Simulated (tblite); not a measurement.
C5H11FO.
Numbering: `[CH3:1][CH2:2][O:3][CH2:4][CH2:5][CH2:6][F:7]` (hydrogens: H8, H9, H10 on C1; H11, H12 on C2; H13, H14 on C4; H15, H16 on C5; H17, H18 on C6)

Computed with GFN2-xTB (tblite), gas phase: nudged elastic band of 9 images (0 to 8), spring 0.2 eV/Å², climbing image at the end, force threshold 0.05 eV/Å. The top image wasn't refined or checked by frequencies; at this threshold it can lie a kcal/mol or more above the true saddle point of the method.

Path: rotation about C5–C6 (chain CH2 carbon, sp3 C–F carbon), followed by the dihedral C4–C5–C6–F7. Start geometry (image 0):
```
atom  x, y, z in Å
C1      2.634    0.699   -0.797
C2      1.750   -0.296   -0.064
O3      0.409   -0.059   -0.426
C4     -0.504   -0.917    0.215
C5     -1.917   -0.526   -0.209
C6     -2.302    0.833    0.356
F7     -2.446    0.758    1.723
H8      2.501    0.589   -1.870
H9      3.677    0.527   -0.546
H10     2.361    1.713   -0.518
H11     1.870   -0.185    1.026
H12     2.032   -1.328   -0.330
H13    -0.301   -1.964   -0.062
H14    -0.406   -0.832    1.309
H15    -1.960   -0.472   -1.296
H16    -2.622   -1.280    0.143
H17    -3.264    1.177   -0.037
H18    -1.520    1.570    0.157
```

The converged band, energies from image 0, some withheld:

```tsv
image	dihedral (°)	C4–C5 (Å)	C5–C6 (Å)	C6–F7 (Å)	C4–C5–C6 (°)	C5–C6–F7 (°)	E (cm⁻¹)
0	-69	1.526	1.521	1.376	111.1	110.3	0
1	-53	1.526	1.524	1.375	111.7	110.8	214
2	-37	1.526	1.530	1.374	112.5	111.6	?
3	-20	1.527	1.536	1.372	113.1	112.1	1379
4	-2	1.527	1.540	1.371	113.3	112.4	?
5	16	1.528	1.537	1.370	113.4	112.5	?
6	36	1.528	1.531	1.369	113.4	112.7	1459
7	54	1.527	1.526	1.369	113.3	112.6	1130
8	70	1.527	1.523	1.370	113.4	111.8	950
```

**Question.** Estimate the withheld energies, and name the highest image.

**Answer.** image 2: 748 cm⁻¹; image 4: 1781 cm⁻¹; image 5: 1780 cm⁻¹. The highest is image 4.

**Question.** Between which neighbours does the energy rise most, and fall most?

**Answer.** It rises most from image 2 to 3 (+631 cm⁻¹) and falls most from image 6 to 7 (-329 cm⁻¹).

**Question.** Give the height of the top above the start in other units, and in kT at 298.15 K.

**Answer.** 0.2208 eV = 5.09 kcal/mol = 21.3 kJ/mol = 1781 cm⁻¹, or 8.6 kT.

**Question.** What forces remain on the atoms at the highest image?

**Answer.** 
```
atom  x, y, z in Å  |  force x, y, z in eV/Å
C1      2.664    0.684   -0.655   -0.005  -0.004  -0.010
C2      1.738   -0.336   -0.013    0.026   0.005   0.014
O3      0.423   -0.093   -0.452    0.001   0.003  -0.025
C4     -0.529   -0.942    0.136    0.026   0.019   0.015
C5     -1.925   -0.490   -0.287    0.007   0.000  -0.034
C6     -2.346    0.853    0.336    0.002  -0.043   0.017
F7     -1.392    1.359    1.181   -0.028  -0.017   0.018
H8      2.592    0.620   -1.737    0.000  -0.009  -0.011
H9      3.690    0.497   -0.352   -0.001   0.000   0.005
H10     2.375    1.684   -0.348   -0.008   0.013   0.003
H11     1.788   -0.255    1.085   -0.013   0.004   0.008
H12     2.043   -1.360   -0.288   -0.009  -0.013  -0.015
H13    -0.368   -1.981   -0.200   -0.003   0.006   0.019
H14    -0.434   -0.922    1.232   -0.008   0.009  -0.015
H15    -1.929   -0.400   -1.374   -0.003  -0.005   0.018
H16    -2.634   -1.266   -0.001   -0.021  -0.016   0.005
H17    -3.252    0.741    0.943    0.011   0.019  -0.019
H18    -2.511    1.614   -0.432    0.025   0.030   0.008
```

The largest is 0.046 eV/Å, against the threshold of 0.05 eV/Å on the band's forces.

What follows is the cost of the whole band run. Rough CPU time on one thread of a shared machine: about 6 s.
